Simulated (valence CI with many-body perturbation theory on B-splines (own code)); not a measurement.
# From CI to CI+MBPT in Tm⁵⁴⁺

Calculated by valence CI with perturbative core correlation (CI+MBPT): five valence electrons over a frozen Dirac-Fock core [Ne], a basis of 9 s, 9 p, 8 d, 6 f, 3 g, 1 h functions for each j, with the one-electron correlation potential Σ1, the two-electron term Σ2, the three-electron term Σ3, Breit, model QED; selected CI, second order for the rest (own B-spline code, finite nucleus).

The last digits are not significant, and no measured levels were compared; by estimate large intervals hold to a few tenths of a per cent, small ones and those within an open d or f shell to about a per cent. Among the levels kept, up to 580 cm⁻¹ of a level comes from second order outside the variational space, and about a tenth of that is noise between levels of different J, which matters for small intervals.

Each rung adds one term. CI alone is the Dirac-Coulomb CI over the frozen core; QED comes last and gives the full result, which names the levels. Energies are above (3s^2 3p1/2^2 3p3/2) J=3/2 on the same rung, in eV.

Levels are named by their leading jj configuration (3d3/2^4 stands for four electrons in 3d with j = 3/2), which in mixed levels can hold well under half, so a name can repeat and another be missing. Letters in brackets count levels of one name in rising energy.

| Level | CI alone | + Σ1 | + Σ2 | + Σ3 | + Breit | Full |
| --- | --- | --- | --- | --- | --- | --- |
| (3s^2 3p1/2^2 3d3/2) J=3/2 | 211.78 | 211.54 | 211.26 | 211.13 | 210.42 | 209.79 |
| (3s^2 3p1/2 3p3/2^2) J=3/2 | 244.08 | 244.23 | 244.40 | 244.43 | 241.33 | 241.66 |
| (3s^2 3p1/2 3p3/2^2) J=5/2 | 255.59 | 255.74 | 255.87 | 255.86 | 252.28 | 252.61 |
| (3s^2 3p1/2 3p3/2^2) J=1/2 | 269.04 | 269.20 | 269.28 | 269.25 | 266.27 | 266.59 |
| (3s^2 3p1/2^2 3d5/2) J=5/2 | 283.38 | 283.29 | 282.86 | 282.68 | 280.13 | 279.64 |
| (3s 3p1/2^2 3p3/2^2) J=5/2 | 401.58 | 401.48 | 401.49 | 401.60 | 400.83 | 397.91 |
| (3s 3p1/2^2 3p3/2^2) J=3/2 | 429.37 | 429.27 | 429.09 | 429.16 | 427.88 | 425.59 |
| (3s 3p1/2^2 3p3/2^2) J=1/2 | 430.01 | 429.92 | 429.81 | 429.88 | 429.37 | 426.62 |
| (3s^2 3p1/2 3p3/2 3d3/2) J=5/2 [a] | 454.29 | 454.21 | 454.07 | 453.99 | 449.68 | 449.39 |
| (3s^2 3p1/2 3p3/2 3d3/2) J=3/2 [a] | 456.89 | 456.81 | 456.62 | 456.54 | 452.71 | 452.22 |
| (3s^2 3p1/2 3p3/2 3d3/2) J=1/2 [a] | 456.52 | 456.44 | 456.31 | 456.23 | 452.53 | 452.22 |
| (3s^2 3p1/2 3p3/2 3d3/2) J=7/2 | 466.13 | 466.05 | 465.91 | 465.79 | 460.94 | 460.66 |
| (3s^2 3p1/2 3p3/2 3d3/2) J=5/2 [b] | 493.03 | 492.96 | 492.34 | 492.10 | 488.01 | 487.62 |
| (3s^2 3p1/2 3p3/2 3d3/2) J=1/2 [b] | 501.31 | 501.23 | 500.51 | 500.28 | 496.91 | 496.30 |
| (3s^2 3p1/2 3p3/2 3d3/2) J=3/2 [b] | 501.84 | 501.76 | 500.86 | 500.62 | 497.36 | 496.45 |
| (3s^2 3p1/2 3p3/2 3d5/2) J=7/2 [a] | 514.15 | 514.20 | 514.09 | 514.00 | 508.33 | 508.20 |
| (3s^2 3p3/2^3) J=3/2 | 514.98 | 515.29 | 515.55 | 515.54 | 509.33 | 509.95 |
| (3s^2 3p1/2 3p3/2 3d5/2) J=3/2 [a] | 524.60 | 524.66 | 524.40 | 524.29 | 518.85 | 518.61 |
| (3s^2 3p1/2 3p3/2 3d5/2) J=9/2 | 527.01 | 527.07 | 526.96 | 526.82 | 520.25 | 520.12 |

(1) How does the ionisation energy move along the ladder, and which term matters most?

Answers

(1) CI alone 5163.2, + Σ1 5164.2, + Σ2 5164.3, + Σ3 5163.8, + Breit 5159.7, + QED 5159.4 eV. The largest step is Breit, -4.1 eV. NIST lists 5157 ± 5 eV (theoretical).
